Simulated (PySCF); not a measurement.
**Structure elucidation problem**

The spectra below were simulated for a compound C$_{4}$H$_{9}$F$_{3}$Si$_{2}$.

¹H NMR (600 MHz, computed): δ 7.36 (m, 1H), 4.23 (s, 3H), 4.23 (m, 2H), 0.38 (t, 3H).

¹³C{¹H} NMR (computed): δ 160.6 (CH), 152.3 (C), 128.8 (C), -5.1 (CH3).

A single conformation, non-relativistic, one averaged value for each set of equivalent atoms, isolated molecule. Geometry: PBE0-D3(BJ)/def2-SVP; NMR shieldings at B97-2/pcSseg-1/GIAO; PySCF 2.14.

Chemical shifts δ = σref − σ; TMS for ¹H (σref 31.38) and ¹³C (σref 183.69), all at this level.

What is the structure?

Answers


Rings plus π bonds: 1 (no ring in the answer). 4 carbon signals for 4 carbons: no two carbons are equivalent. Carbon types of the structure: 2 × C, 1 × CH, 1 × CH3, leaving 5 H on heteroatoms. δC 160.6: alkene CH; the olefinic region. δC 152.3: fully substituted alkene carbon; as expected for a trigonal carbon in a double bond. δC 128.8: CF3 carbon; 3 electronegative neighbours deshield it. δC -5.1: methyl carbon bonded to Si; an electropositive neighbour leaves it electron-rich and shielded. δH 7.36: hydrogen on an alkene CH; a vinylic proton, deshielded by the sp2 carbon and the C=C anisotropy. δH 4.23: hydrogen on a silicon bonded to 2 C. δH 0.38: hydrogen on a methyl carbon bonded to Si; an electropositive neighbour shields it, as in TMS itself.

These data were computed for `C[SiH2]/C=C(/[SiH3])C(F)(F)F`.

This is the structure that produced the data.

Splittings by ¹⁹F in the carbon and heteronuclear signals aren't shown, as no couplings were computed. Shifts are as computed. Against solution values, carbons near 30 ppm lie about +1 ppm off and those near 130 ppm about +2 ppm. Of 1309 compounds with measured shifts, 239 miss one by over three times the rms of a fit or turn the order of signals round; such compounds aren't used in these exercises. Multiplicities follow the n + 1 count of equivalent neighbours, as no J values were calculated; m marks all less simple cases, F and P coupling included.
